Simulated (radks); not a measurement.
Results of a calculation; reference values are marked as such.
All-electron atom: the technetium ion Tc4+ in [Kr] 4d3. Code: a radial shooting solver on a logarithmic mesh with Libxc functionals. Model: scalar-relativistic Kohn-Sham, SCAN, spin-unpolarised, spherical densities, finite nucleus; meta-GGA in the generalised Kohn-Sham scheme; Fermi nuclear charge, rms radius 4.4112 fm.

Unscreened Slater integrals over Kohn-Sham orbitals (hartree).

integral,value
"F0(4d,4d)",0.62942
"F2(4d,4d)",0.32141
"F4(4d,4d)",0.21238
"F0(4d,4p)",0.69469
"F2(4d,4p)",0.34893
"G1(4d,4p)",0.43831
"G3(4d,4p)",0.26973
"F0(4d,4s)",0.71652
"G2(4d,4s)",0.32217
"F0(4d,3d)",0.84265
"F2(4d,3d)",0.16315
"F4(4d,3d)",0.071642
"G0(4d,3d)",0.053337
"G2(4d,3d)",0.060398
"G4(4d,3d)",0.045563
"F0(4p,4p)",0.78718
"F2(4p,4p)",0.41658
"F0(4p,4s)",0.82026
"G1(4p,4s)",0.55945
"F0(4p,3d)",1.0160
"F2(4p,3d)",0.23825
"G1(4p,3d)",0.076198
"G3(4p,3d)",0.073792
"F0(4s,4s)",0.85868
"F0(4s,3d)",1.0917
"G2(4s,3d)",0.089227
"F0(3d,3d)",2.2839
"F2(3d,3d)",1.1283
"F4(3d,3d)",0.71764

Derived for the open shells (J is the average intra-shell exchange parameter used in DFT+U). 4d: Racah B = F2/49 - 5 F4/441 = 0.004151 hartree, C = 35 F4/441 = 0.01686 hartree, C/B = 4.06, F4/F2 = 0.661, J = (F2 + F4)/14 = 0.03813 hartree.
